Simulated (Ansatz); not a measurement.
Steps of a relaxation of `BCC1CO1` with RKS PBE-D4/def2-SVP.

```sh
$ ansatz run in.yaml --threads 4 --pin off --events-out ev --progress --plain --max-ram 10444MiB
```

```yaml
crystal:
  periodic: [false, false, false]
  atoms:
    - {symbol: B, position_ang: [-0.249300, 1.798800, 0.716000]}
    - {symbol: C, position_ang: [-0.687000, 0.336200, 0.357200]}
    - {symbol: C, position_ang: [0.535800, -0.473600, 0.013900]}
    - {symbol: C, position_ang: [0.443500, -1.642300, -0.849300]}
    - {symbol: O, position_ang: [0.884400, -0.444700, -1.362100]}
    - {symbol: H, position_ang: [-1.145000, 2.626600, 1.001700]}
    - {symbol: H, position_ang: [0.852400, 2.211900, 0.664400]}
    - {symbol: H, position_ang: [-1.143700, -0.093800, 1.234600]}
    - {symbol: H, position_ang: [-1.398400, 0.364500, -0.447800]}
    - {symbol: H, position_ang: [1.470500, -0.467400, 0.703400]}
    - {symbol: H, position_ang: [1.147800, -2.432500, -0.782100]}
    - {symbol: H, position_ang: [-0.634100, -1.838800, -1.216000]}
basis:
  gaussian: {orbitals: def2-SVP}
hamiltonian: {xc: pbe, dispersion: d4}
relax: {f_tol: 0.03, max_steps: 200}
```

Positions (Å) and forces (eV/Å) along the path, 10 of 10 steps:

```xyz
12
step=1 energy=-5934.0301 eV
B    -0.249    1.799    0.716   -2.050    0.637   -0.042
C    -0.687    0.336    0.357    2.547    0.832    0.788
C     0.536   -0.474    0.014    1.117   -0.241    0.679
C     0.444   -1.642   -0.849   -3.339   -0.299   -0.612
O     0.884   -0.445   -1.362    1.212    1.632   -0.858
H    -1.145    2.627    1.002    0.465   -0.394   -0.034
H     0.852    2.212    0.664    0.981    0.122    0.059
H    -1.144   -0.094    1.235   -0.861   -0.376    0.950
H    -1.398    0.364   -0.448   -0.887   -0.141   -0.883
H     1.470   -0.467    0.703   -1.356    0.311   -0.565
H     1.148   -2.433   -0.782    0.940   -1.456    0.014
H    -0.634   -1.839   -1.216    1.230   -0.627    0.504
12
step=2 energy=-5934.4013 eV
B    -0.301    1.882    0.672   -0.232   -0.194    0.688
C    -0.629    0.368    0.382    0.720    0.402   -0.215
C     0.545   -0.506   -0.006    0.583    0.137    0.405
C     0.429   -1.674   -0.895   -1.280   -0.123    0.042
O     0.932   -0.455   -1.379    0.362    0.601   -0.395
H    -1.189    2.663    1.020    0.126   -0.194   -0.316
H     0.845    2.271    0.749    0.142    0.099   -0.187
H    -1.121   -0.033    1.288   -0.291   -0.055    0.250
H    -1.380    0.343   -0.424   -0.437   -0.144   -0.178
H     1.427   -0.488    0.692   -0.419    0.025   -0.164
H     1.131   -2.510   -0.824    0.247   -0.368    0.009
H    -0.612   -1.916   -1.241    0.480   -0.186    0.062
12
step=3 energy=-5934.4574 eV
B    -0.296    1.878    0.740    0.121    0.016   -0.415
C    -0.611    0.376    0.395    0.028    0.137   -0.045
C     0.555   -0.503   -0.011   -0.010   -0.022   -0.027
C     0.416   -1.672   -0.906   -0.052   -0.061    0.212
O     0.955   -0.445   -1.386    0.013    0.127   -0.049
H    -1.206    2.664    0.968    0.071   -0.135    0.072
H     0.857    2.303    0.729   -0.189   -0.081    0.141
H    -1.119   -0.032    1.306   -0.015   -0.053   -0.038
H    -1.399    0.340   -0.399    0.010    0.038    0.160
H     1.405   -0.498    0.697    0.092   -0.039    0.083
H     1.117   -2.531   -0.828   -0.024    0.110   -0.014
H    -0.596   -1.934   -1.270   -0.045   -0.036   -0.079
12
step=4 energy=-5934.4524 eV rejected
B    -0.297    1.863    0.725    0.171    0.583    0.022
C    -0.588    0.390    0.397   -0.189   -0.558   -0.138
C     0.568   -0.489   -0.018   -0.115    0.000   -0.060
C     0.395   -1.663   -0.885    0.019   -0.231   -0.228
O     0.936   -0.445   -1.400    0.111    0.064   -0.002
H    -1.220    2.638    0.881   -0.061    0.040    0.085
H     0.839    2.290    0.810    0.059    0.023    0.065
H    -1.080   -0.058    1.297   -0.063    0.104    0.070
H    -1.401    0.373   -0.369    0.056   -0.131    0.014
H     1.429   -0.509    0.676    0.070    0.079    0.100
H     1.102   -2.514   -0.811   -0.014    0.026   -0.008
H    -0.608   -1.932   -1.269   -0.045    0.002    0.082
12
step=5 energy=-5934.4722 eV
B    -0.293    1.879    0.709    0.094    0.039    0.035
C    -0.603    0.380    0.394   -0.029   -0.023   -0.122
C     0.559   -0.500   -0.012   -0.028   -0.033   -0.023
C     0.406   -1.668   -0.901    0.012   -0.052    0.021
O     0.951   -0.441   -1.388    0.009    0.044   -0.001
H    -1.210    2.649    0.933   -0.007   -0.001   -0.011
H     0.853    2.300    0.775   -0.083   -0.033    0.003
H    -1.101   -0.030    1.310    0.017    0.040    0.017
H    -1.409    0.334   -0.377    0.022   -0.018    0.055
H     1.413   -0.505    0.696    0.024   -0.004    0.038
H     1.110   -2.522   -0.828   -0.002    0.042   -0.006
H    -0.601   -1.932   -1.277   -0.028    0.001   -0.006
12
step=6 energy=-5934.4780 eV
B    -0.293    1.881    0.690   -0.042   -0.076   -0.008
C    -0.601    0.375    0.395    0.060    0.112   -0.053
C     0.554   -0.507   -0.014    0.098   -0.038    0.104
C     0.405   -1.662   -0.920   -0.007   -0.011    0.005
O     0.967   -0.431   -1.382   -0.048    0.027    0.002
H    -1.216    2.661    0.833   -0.019    0.028   -0.001
H     0.844    2.287    0.840    0.052   -0.001    0.013
H    -1.039    0.012    1.361    0.001   -0.013    0.061
H    -1.445    0.285   -0.320   -0.101   -0.024   -0.075
H     1.396   -0.526    0.711   -0.004   -0.018   -0.036
H     1.106   -2.518   -0.852   -0.012    0.012   -0.001
H    -0.602   -1.913   -1.309    0.022    0.001   -0.011
12
step=7 energy=-5934.4793 eV
B    -0.293    1.881    0.667   -0.090   -0.020   -0.001
C    -0.602    0.372    0.395   -0.158    0.053    0.119
C     0.549   -0.516   -0.011    0.118   -0.008    0.109
C     0.404   -1.654   -0.938    0.004    0.057   -0.032
O     0.974   -0.414   -1.374   -0.048   -0.043    0.000
H    -1.218    2.679    0.717    0.106   -0.035    0.002
H     0.838    2.263    0.920   -0.049   -0.025   -0.017
H    -0.969    0.060    1.417    0.052    0.039   -0.126
H    -1.491    0.227   -0.259    0.060    0.011    0.007
H     1.383   -0.548    0.725   -0.023   -0.015   -0.072
H     1.104   -2.510   -0.880   -0.008   -0.017    0.002
H    -0.599   -1.895   -1.345    0.037    0.002    0.009
12
step=8 energy=-5934.4813 eV
B    -0.295    1.878    0.679    0.006    0.018   -0.003
C    -0.605    0.373    0.395   -0.082    0.013    0.016
C     0.552   -0.511   -0.009    0.026    0.005    0.030
C     0.406   -1.657   -0.927    0.002    0.024   -0.015
O     0.963   -0.418   -1.377   -0.008   -0.017   -0.006
H    -1.212    2.678    0.772    0.040   -0.024   -0.004
H     0.845    2.263    0.881   -0.037   -0.015    0.005
H    -1.007    0.037    1.391    0.017    0.018   -0.044
H    -1.471    0.253   -0.295    0.038   -0.011    0.032
H     1.394   -0.534    0.715   -0.008   -0.003   -0.017
H     1.109   -2.510   -0.868    0.000   -0.005    0.000
H    -0.599   -1.907   -1.324    0.007   -0.002    0.006
12
step=9 energy=-5934.4822 eV
B    -0.295    1.876    0.677   -0.010    0.009    0.012
C    -0.609    0.373    0.392   -0.005    0.005   -0.008
C     0.551   -0.508   -0.013    0.004   -0.010    0.006
C     0.406   -1.656   -0.928   -0.004    0.009    0.008
O     0.955   -0.417   -1.383   -0.001   -0.004   -0.001
H    -1.202    2.687    0.747    0.003   -0.005   -0.007
H     0.841    2.248    0.916    0.006   -0.006    0.002
H    -0.999    0.043    1.394    0.004    0.001    0.013
H    -1.478    0.243   -0.288   -0.003   -0.003   -0.012
H     1.395   -0.526    0.708    0.003    0.004   -0.007
H     1.113   -2.507   -0.869   -0.002    0.001   -0.003
H    -0.599   -1.912   -1.318    0.004   -0.002   -0.002
12
step=10 energy=-5934.4824 eV
B    -0.296    1.874    0.679    0.014    0.020   -0.006
C    -0.611    0.374    0.391    0.001   -0.015   -0.001
C     0.550   -0.505   -0.015   -0.002   -0.005   -0.008
C     0.405   -1.655   -0.928    0.001   -0.002   -0.002
O     0.947   -0.415   -1.388    0.001    0.003    0.000
H    -1.196    2.694    0.717   -0.001    0.003    0.007
H     0.838    2.233    0.948   -0.011   -0.001    0.004
H    -0.990    0.048    1.399    0.001   -0.002    0.013
H    -1.484    0.236   -0.282   -0.001    0.000   -0.012
H     1.399   -0.518    0.700   -0.003    0.002   -0.001
H     1.116   -2.503   -0.872    0.000   -0.003    0.001
H    -0.600   -1.916   -1.315    0.000    0.001    0.006
```

Hardware: 4 threads of an Arm Neoverse V1 on a shared host. Wall time 12 s, peak host memory 0.14 GiB.
